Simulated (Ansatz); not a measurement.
**Ligand exchange: Sn(CH3)3Br + CuI → Sn(CH3)3I + CuBr**

Species: Sn(CH3)3Br (trimethyltin bromide), singlet; CuI, singlet; Sn(CH3)3I (iodotrimethylstannane), singlet; CuBr (copper(i) bromide), singlet. The partners trade Br for I: Sn–Br and Cu–I bonds give way to Sn–I and Cu–Br.

Shapes, held fixed at every level: PBE0-D4/def2-TZVP. Programs: Ansatz 0.2.0. The zero-point and thermal change to 298 K, harmonic and unscaled (PBE0-D4/def2-TZVP), is -0.1 kJ/mol.

```json
{"level": "HF/def2-SVP", "kind": "Hartree–Fock", "ΔH(298 K) (kJ/mol)": "+20.7"}
{"level": "HF/def2-TZVPP", "kind": "Hartree–Fock", "ΔH(298 K) (kJ/mol)": "+17.8"}
{"level": "SPW92/def2-TZVPP", "kind": "LDA", "ΔH(298 K) (kJ/mol)": "+16.8"}
{"level": "PBE-D4/def2-TZVPP", "kind": "GGA", "ΔH(298 K) (kJ/mol)": "+15.8"}
{"level": "r2SCAN-D4/def2-TZVPP", "kind": "meta-GGA", "ΔH(298 K) (kJ/mol)": "+16.1"}
{"level": "BHLYP-D4/def2-TZVPP", "kind": "global hybrid", "ΔH(298 K) (kJ/mol)": "+15.5"}
{"level": "wB97X-V/def2-TZVPP", "kind": "range-separated hybrid", "ΔH(298 K) (kJ/mol)": "+14.9"}
```

wB97X-V/def2-TZVPP gives ΔH(298 K) = +14.9 kJ/mol; the levels span +14.9 to +20.7. The median of the levels is +16.1. No measured value is set beside it here. For atoms past krypton def2 sets carry core potentials with scalar relativity. Relativity is left out for Br, Cu.
